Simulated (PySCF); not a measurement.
# Correlation energy of Kr²⁺ (krypton, charge +2)

[Ar] 3d10 4s2 4p4, high-spin 3P determinant. Computed with PySCF 2.14 in x2c-SVPall, with scalar relativity by spin-free X2C-1e. Frozen: [Ar] 3d10; 6 electrons correlated.

MP2 pair energies summed by pair of shells (mhartree):

```json
{"pair": "4p-4p", "energy": "-39.11", "share (%)": "49.4"}
{"pair": "4s-4p", "energy": "-34.03", "share (%)": "43.0"}
{"pair": "4s-4s", "energy": "-5.96", "share (%)": "7.5"}
```

Total MP2 correlation energy: -79.09 mhartree.

Same-spin part -19.48 and opposite-spin part -59.61 mhartree; SCS-MP2 scales them by 1/3 and 6/5 to -78.02 mhartree.

```tsv
level	correlation energy (mhartree)
CCSD	-95.17
(T)	-1.05
CCSD(T)	-96.22
```

Diagnostics: T1 = 0.0055, D1 = 0.0186, largest double amplitude 0.052.

Task: Is a single reference adequate?

Result: Yes, within this model without spin-orbit coupling: T1 lies below 0.03 and no double amplitude reaches 0.07.
